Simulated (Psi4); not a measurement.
F4Se, singlet, geometry from GFN2-xTB; Psi4 with PBE0/6-31G*.

The Psi4 input:
```
memory 2 GB

molecule {
0 1
Se   -0.00203224    0.00254110    0.35944284
F     0.96817789    1.31904607   -0.34335275
F     1.32333862   -0.96859697   -0.32517209
F    -0.96433922   -1.32384594   -0.33559484
F    -1.31949995    0.96379711   -0.35377550
}

set {
  basis 6-31g*
}

energy('pbe0')
print_variables()
```

It wrote (shortened):

```
   => Loading Basis Set <=

    Name: 6-31G*
    Role: ORBITAL
    Keyword: BASIS

         ---------------------------------------------------------
                                   SCF
               by Justin Turney, Rob Parrish, Andy Simmonett
                          and Daniel G. A. Smith
                              RKS Reference
         ---------------------------------------------------------

  ==> Geometry <==

    Molecular point group: c2v
    Full point group: C1h

    Geometry (in Angstrom), charge = 0, multiplicity = 1:

       Center              X                  Y                   Z               Mass
    ------------   -----------------  -----------------  -----------------  -----------------
         SE           0.000000000000    -0.000000000000     0.340679432754    79.916521800000
         F           -1.157559972580    -1.157559974890    -0.358265837941    18.998403162730
         F           -1.157559972580     1.157559974890    -0.358265837941    18.998403162730
         F            1.157559972580     1.157559974890    -0.358265837941    18.998403162730
         F            1.157559972580    -1.157559974890    -0.358265837941    18.998403162730

  Running in c2v symmetry.

  Rotational constants: A =      0.13948  B =      0.13948  C =      0.08278 [cm^-1]
  Rotational constants: A =   4181.63857  B =   4181.63856  C =   2481.55046 [MHz]
  Nuclear repulsion =  464.124423044543050

  Charge       = 0
  Multiplicity = 1
  Electrons    = 70
  Nalpha       = 35
  Nbeta        = 35

  ==> Algorithm <==

  SCF Algorithm Type is DF.
  DIIS enabled.
  MOM disabled.
  Fractional occupation disabled.
  Guess Type is SAD.
  Energy threshold   = 1.00e-06
  Density threshold  = 1.00e-06
  Integral threshold = 1.00e-12

  ==> Primary Basis <==

  Basis Set: 6-31G*
    Blend: 6-31G*
    Number of shells: 36
    Number of basis functions: 95
    Number of Cartesian functions: 95
    Spherical Harmonics?: false
    Max angular momentum: 2

  ==> DFT Potential <==

   => LibXC <=

    Version 7.1.2
    S. Lehtola, C. Steigemann, M. J. T. Oliveira, and M. A. L. Marques,  SoftwareX 7, 1–5 (2018) (10.1016/j.softx.2017.11.002)

   => Composite Functional: PBE0 <=

    PBE0 Hyb-GGA Exchange-Correlation Functional

    C. Adamo and V. Barone,  J. Chem. Phys. 110, 6158 (1999) (10.1063/1.478522)
    M. Ernzerhof and G. E. Scuseria,  J. Chem. Phys. 110, 5029 (1999) (10.1063/1.478401)

    Deriv               =              1
    GGA                 =           TRUE
    Meta                =          FALSE

    Exchange Hybrid     =           TRUE
    MP2 Hybrid          =          FALSE

   => Exchange Functionals <=

    0.7500   Perdew, Burke & Ernzerhof

   => Exact (HF) Exchange <=

    0.2500               HF

   => Correlation Functionals <=

    1.0000   Perdew, Burke & Ernzerhof

   => LibXC Density Thresholds  <==

    XC_HYB_GGA_XC_PBEH:  1.00E-15

   => Molecular Quadrature <=

    Radial Scheme          =       TREUTLER
    Pruning Scheme         =           NONE
    Nuclear Scheme         =       TREUTLER

    Blocking Scheme        =         OCTREE
    BS radius alpha        =              1
    Pruning alpha          =              1
    Radial Points          =             75
    Spherical Points       =            302
    Total Points           =         108819
    Total Blocks           =            873
    Max Points             =            256
    Max Functions          =             92
    Weights Tolerance      =       1.00E-15

   => Loading Basis Set <=

    Name: (6-31G* AUX)
    Role: JKFIT
    Keyword: DF_BASIS_SCF

  ==> Integral Setup <==

  SCF_SUBTYPE=INCORE selected. In-core MEM_DF algorithm will be used.
  Using in-core AOs.

  ==> MemDFJK: Density-Fitted J/K Matrices <==

    J tasked:                   Yes
    K tasked:                   Yes
    wK tasked:                   No
    Algorithm:                 Core
    Schwarz Cutoff:           1E-12
    Mask sparsity (%):       1.7285
    Fitting Condition:        1E-10

   => Auxiliary Basis Set <=

  Basis Set: (6-31G* AUX)
    Blend: CC-PVDZ-JKFIT
    Number of shells: 143
    Number of basis functions: 533
    Number of Cartesian functions: 533
    Spherical Harmonics?: false
    Max angular momentum: 3

  Minimum eigenvalue in the overlap matrix is 6.7082597955E-04.
  Reciprocal condition number of the overlap matrix is 1.1870345097E-04.
    Using symmetric orthogonalization.

  ==> Pre-Iterations <==

  SCF Guess: Superposition of Atomic Densities via on-the-fly atomic UHF (no occupation information).

   -------------------------
    Irrep   Nso     Nmo
   -------------------------
     A1        33      33
     A2        18      18
     B1        22      22
     B2        22      22
   -------------------------
    Total      95      95
   -------------------------

  ==> Iterations <==

                           Total Energy        Delta E     RMS |[F,P]|

   @DF-RKS iter SAD: -2796.77244339774006   -2.79677e+03   0.00000e+00
   @DF-RKS iter   1: -2799.19475918527769   -2.42232e+00   4.45473e-02 ADIIS/DIIS
   @DF-RKS iter   2: -2799.34440025072172   -1.49641e-01   3.91173e-02 ADIIS/DIIS
   @DF-RKS iter   3: -2799.73972714192905   -3.95327e-01   1.89585e-03 ADIIS/DIIS
   @DF-RKS iter   4: -2799.74084540016202   -1.11826e-03   9.80279e-04 ADIIS/DIIS
   @DF-RKS iter   5: -2799.74154119838386   -6.95798e-04   1.98874e-04 ADIIS/DIIS
   @DF-RKS iter   6: -2799.74157721882602   -3.60204e-05   1.00280e-05 DIIS
   @DF-RKS iter   7: -2799.74157731980858   -1.00983e-07   1.03325e-06 DIIS
   @DF-RKS iter   8: -2799.74157732198410   -2.17551e-09   1.77572e-07 DIIS
  Energy and wave function converged.

  ==> Post-Iterations <==

   Electrons on quadrature grid:
      Ntotal   =   70.0000978484 ; deviation = 9.785e-05

    Orbital Energies [Eh]
    ---------------------

    Doubly Occupied:

[...]
    Virtual:

[...]
    Final Occupation by Irrep:
             A1    A2    B1    B2
    DOCC [    13,    6,    8,    8 ]
    NA   [    13,    6,    8,    8 ]
    NB   [    13,    6,    8,    8 ]

  @DF-RKS Final Energy: -2799.74157732198410

   => Energetics <=

    Nuclear Repulsion Energy =            464.1244230445430503
    One-Electron Energy =               -4821.7030865957549395
    Two-Electron Energy =                1654.7682868682823027
    DFT Exchange-Correlation Energy =     -96.9312006390543672
    Empirical Dispersion Energy =           0.0000000000000000
    VV10 Nonlocal Energy =                  0.0000000000000000
    Total Energy =                      -2799.7415773219840958

Computation Completed

Properties will be evaluated at   0.000000,   0.000000,   0.000000 [a0]

Properties computed using the SCF density matrix

 Multipole Moments:

 ------------------------------------------------------------------------------------
     Multipole            Electronic (a.u.)      Nuclear  (a.u.)        Total (a.u.)
 ------------------------------------------------------------------------------------

 L = 1.  Multiply by 2.5417464519 to convert [e a0] to [Debye]
 Dipole X            :          0.0000000            0.0000000            0.0000000
 Dipole Y            :          0.0000000            0.0000000            0.0000000
 Dipole Z            :          3.4815302           -2.4839873            0.9975429
 Magnitude           :                                                    0.9975429

 ------------------------------------------------------------------------------------

  Variable Map:
  ----------------------------------------------------------------------------
[...]
  Array Variable Map:
  ----------------------------------------------------------------------------
[...]
[...]
```
